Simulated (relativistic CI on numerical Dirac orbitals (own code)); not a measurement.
**Spin-allowed bands of a d7 ion in an octahedral site, by hand**

Problem. Take Δ = 7600 cm⁻¹ and B = 600 cm⁻¹ for a high-spin d7 ion in an octahedral site. Calculate the three spin-allowed bands.

Working.
1. The terms of highest spin are 4F (energy 0) and 4P (15B = 9000 cm⁻¹). Here the F term splits into A2 at +1.2Δ = 9120, T2 at +0.2Δ = 1520 and T1 at −0.6Δ = -4560 cm⁻¹.
2. The two T1 states mix through the element 0.4Δ: H = [[-4560, 3040], [3040, 9000]], with roots ½(H₁₁ + H₂₂) ∓ ½√[(H₂₂ − H₁₁)² + 4H₁₂²] = ½(4440) ∓ ½(14861) = -5210 and 9650 cm⁻¹.
3. The ground term is 4T1 at -5210 cm⁻¹.
4. Bands: 4T2 6730 cm⁻¹ (1486 nm), 4A2 14330 cm⁻¹ (698 nm), 4T1(P) 14861 cm⁻¹ (673 nm).

Check. Exact diagonalisation of the whole d7 shell with these parameters gives 4T2 6730, 4A2 14330, 4T1 14861 cm⁻¹. The match is exact, since without spin-orbit coupling no other term has this spin. The ratio of the second band to the first, 2.129, depends on Δ/B = 12.7 alone, which is how a Tanabe-Sugano diagram is read.
